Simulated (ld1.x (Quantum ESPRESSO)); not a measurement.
Which change was made? (N, PAW)

- Element: N
- Generator: ld1.x (Quantum ESPRESSO) 7.5
- Type: PAW
- Functional: PBE
- Relativity: scalar-relativistic
- Frozen core: [He]
- Valence charge: 5
- Reference configuration: 2s2 2p3
- Partial waves: 2s (bound): rcut 0.55, rcutus 0.70 bohr; 2s channel at 0.65 Ry: rcut 0.55, rcutus 0.70 bohr; 2p (bound): rcut 1.55, rcutus 2.00 bohr; 2p channel at 0.4 Ry: rcut 1.55, rcutus 2.00 bohr; 3d channel at -0.15 Ry: rcut 1.70, rcutus 2.10 bohr; 3d channel at 1.75 Ry: rcut 1.70, rcutus 2.10 bohr
- Local potential: all-electron potential smoothed inside 1.15 bohr (lloc = -1)
- Core correction: a·sin(br)/r model core, default radius (ld1.x builds one for every PAW set, though the input has nlcc=.false.)
- Augmentation charge: PSQ, inside the norm-conserving radii

Cutoffs, loose and tight: the cutoffs (Ry, on a coarse ladder) from which the occupation-weighted sum of valence levels, in a spherical-Bessel basis at the reference potential, stays within 10 and 1 mRy of its value at 400 Ry. They do not see the model core or the augmentation charge, which bear on the density cutoff. Test errors are all-electron minus pseudo excitation energies from the reference, over the configurations 2s2 2p2; 2s2 2p1; 2s2 2p0; 2s0 2p5; 2s1 2p3; 2s1 2p0; 2s2 2p3.3; variants that change the core or the reference have their own tests.

The base gives: outcome: generated; cutoff, loose: 80 Ry; cutoff, tight: 90 Ry; bound ghosts: s; largest test error (meV): -178.

(1) After one change the result is: outcome: generated; cutoff, loose: 70 Ry; cutoff, tight: 90 Ry; bound ghosts: none; largest test error (meV): +15. Which change was it?
A. reference 2s2 2p1
B. local potential all-electron potential smoothed inside 2.18 bohr (lloc = -1)
C. local potential all-electron potential smoothed inside 1.75 bohr (lloc = -1)
D. all radii but the core radius scaled by about 1.26 (s 0.88, p 2.52, d 2.64 bohr, rcut 0.70/1.96/2.14); local potential all-electron potential smoothed inside 1.44 bohr (lloc = -1)
E. core correction a·sin(br)/r model core inside 0.36 bohr

## Answers

(1) C. The others give: reference 2s2 2p1 → outcome: generated; cutoff, loose: 80 Ry; cutoff, tight: 90 Ry; bound ghosts: s; largest test error (meV): -23 | local potential all-electron potential smoothed inside 2.18 bohr (lloc = -1) → outcome: generated; cutoff, loose: 70 Ry; cutoff, tight: 90 Ry; bound ghosts: s; largest test error (meV): -670 | all radii but the core radius scaled by about 1.26 (s 0.88, p 2.52, d 2.64 bohr, rcut 0.70/1.96/2.14); local potential all-electron potential smoothed inside 1.44 bohr (lloc = -1) → outcome: generated, overlap not positive; bound ghosts: not determined (overlap not positive); largest test error (meV): -82 | core correction a·sin(br)/r model core inside 0.36 bohr → outcome: generated; cutoff, loose: 80 Ry; cutoff, tight: 90 Ry; bound ghosts: s; largest test error (meV): -236. A file whose overlap is not positive is unfit for use, and its test errors describe a broken file.
